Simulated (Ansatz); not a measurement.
`[NH]=[Nb]([Cl])([Cl])[Cl]` + NH₃ → `[NH]=[Nb]([NH2])([Cl])[Cl]` + HCl  (ligand exchange at the Nb–Cl bond)

Program: Ansatz. Geometries: PBE0-D4/def2-TZVP. ΔE: electronic, gas phase. CCSD(T)/CBS adds triple-zeta CCSD(T) − MP2 to the extrapolated MP2 energy (def2 sets, frozen cores). This one scheme is used for every species. DFT in def2-TZVPP. B3LYP here is the variant with VWN-RPA as its local correlation; programs differ in this. def2 core potentials past Kr. For Nb outer-core shells are correlated without core-valence functions, which leaves a few kJ/mol of doubt a bond. Each species was taken in one conformer, which may not be the lowest.

(1) Is it downhill or uphill in electronic energy at CCSD(T)/CBS, and by how much? (Best estimate.)

(2) What do these levels give: PBE-D4, r2SCAN-D4, B3LYP-D4, r2SCAN0-D4, PBE-QIDH, B3LYP, r2SCANh, LC-ωPBE, RPA@PBE/def2-TZVPP, MP2/def2-TZVPP, CCSD(T)/def2-TZVPP, SCS-MP2/def2-QZVPP? (Estimate.)

(3) What do rigid-rotor, harmonic-oscillator terms from PBE0-D4/def2-TZVP frequencies (298.15 K, 1 bar) make of the CCSD(T)/CBS value? (Best estimate.)

Largest T1 diagnostic among the species: 0.020.

## Answers

(1) The calculation gave: Uphill: ΔE = +56.7 kJ/mol.

(2) Ansatz gave: PBE-D4 58.5, r2SCAN-D4 61.2, B3LYP-D4 58.0, r2SCAN0-D4 61.0, PBE-QIDH 61.9, B3LYP 58.4, r2SCANh 61.4, LC-ωPBE 52.6, RPA@PBE/def2-TZVPP 52.8, MP2/def2-TZVPP 64.2, CCSD(T)/def2-TZVPP 54.7, SCS-MP2/def2-QZVPP 62.7 kJ/mol.

(3) Ansatz gave: ΔZPE = -8.7 kJ/mol, ΔH = +47.6 kJ/mol, ΔS = 1 J/(mol·K), ΔG = +47.2 kJ/mol.

Leaving LDA and LC-ωPBE aside and taking each functional with its dispersion term where it has one, the values, not all of them listed here, spread over 11.5 kJ/mol, from CAM-B3LYP-D4 to B97M-V. LDA lies −6.5 kJ/mol from PBE without D4. At CCSD(T), def2-SVP lies −9.9 kJ/mol from the extrapolated value and def2-TZVPP −2.1 kJ/mol.
